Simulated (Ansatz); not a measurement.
Input file for Ansatz (an electronic-structure program): U-MP2/aug-cc-pVTZ on OH (SMILES [OH]).

Ansatz 0.2 input:
```yaml
crystal:
  periodic: [false, false, false]
  atoms:
    - {symbol: O, position_ang: [-0.00000000, 0.00000000, 0.48836343]}
    - {symbol: H, position_ang: [0.00000000, -0.00000000, -0.48836343]}
basis:
  gaussian:
    orbitals: aug-cc-pVTZ
magnetization: {spin_polarized: true, initial_magnetization: 1}
correlation: {method: mp2, electrons: outside_noble_gas}
scf: {omitted_lower_state_checks: [cluster_reference]}
```

The log:

```
WARN ansatz: RAYON_NUM_THREADS=1 ignored (pool sized by the plan → 1); use --threads N
Functional definition: HF
these checks for a lower state are left out or cut short: cluster_reference
integrals: 0.02 GiB planned
410 factors; integrals over basis functions are off by at most 1.1e-3 eV
mean field: 0.10 GiB planned
mean field evaluation 1: about -2051.8041 eV, gradient 1.2e1 eV
mean field evaluation 2: about -2051.8041 eV, gradient 1.2e1 eV
mean field evaluation 4: about -2052.3114 eV, gradient 1.3e0 eV
mean field evaluation 8: about -2052.3195 eV, gradient 5.8e-4 eV
mean field evaluation 16: about -2052.3195 eV, gradient 5.9e-4 eV
mean field -2052.31952109 eV, -75.4213512881 hartree, gradient 1.5e-6 eV, S^2 0.757183; 2 other end points of the search recorded, 0 dependent functions left out
1 core orbitals not correlated
reference -2052.31952109 eV, -75.4213512881 hartree; 4, 3 occupied and 64, 65 virtual orbitals, 410 factors
second order -5.57662463 eV of doubles, -0.00000000 eV of singles
Total energy: -2057.89614573 eV, -75.6262884634 hartree
Checks for a lower state left out: cluster_reference
```

Self-consistency was reached.

Cost: about 0.6 core-seconds (a rough figure).
